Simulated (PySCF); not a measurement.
H2O3S, SMILES O=[SH](=O)O. Geometry: PBE-D3(BJ)/def2-SVP. Other conformers were not sampled.

Computed equilibrium geometry at PBE-D3(BJ)/def2-SVP (PySCF confirms it by a frequency run) as bond lengths and angles (one conformer of several):
Atoms: O1 S2 O3 O4 H5 H6. Bond lengths (Å): O1–S2 1.460, S2–O3 1.470, S2–O4 1.654, S2–H5 1.389, O4–H6 0.982. Angles (°): O1–S2–O3 123.8, O1–S2–O4 108.0, O1–S2–H5 107.9, O3–S2–O4 107.6, O3–S2–H5 108.9, O4–S2–H5 97.3, S2–O4–H6 105.5.
